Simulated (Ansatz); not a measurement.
`OB[SiH](O)F` → `O[SiH2]OBF`  (isomerisation)

Isolated molecules relaxed with PBE0-D4/def2-TZVP in Ansatz; ΔE leaves out vibrations. CCSD(T)/CBS is the MP2 limit (def2-TZVPP, def2-QZVPP) plus CCSD(T) − MP2 in def2-TZVPP, frozen cores. DFT in def2-TZVPP. B3LYP here is the variant with VWN-RPA as its local correlation; programs differ in this. HSE06 is defined as in plane-wave codes. Each species was taken in one conformer, which may not be the lowest.

CCSD(T)/CBS gives -32.2 kcal/mol.

**Question.** Another level gave -31.9 kcal/mol. Which?
A. HSE06/def2-TZVPP
B. B3LYP/def2-TZVPP
C. BHLYP-D4/def2-TZVPP
D. RPA@PBE/def2-TZVPP

**Answer.** D. RPA@PBE/def2-TZVPP -31.9, BHLYP-D4 -35.2, B3LYP -32.9, HSE06 -30.9 kcal/mol.

Largest T1 diagnostic among the species: 0.013.

From r2SCAN to r2SCAN0 (25 % exact exchange), in def2-TZVPP and without D4, ΔE moves by −0.8 kcal/mol. At CCSD(T), def2-SVP lies −3.6 kcal/mol from the extrapolated value and def2-TZVPP −0.8 kcal/mol.
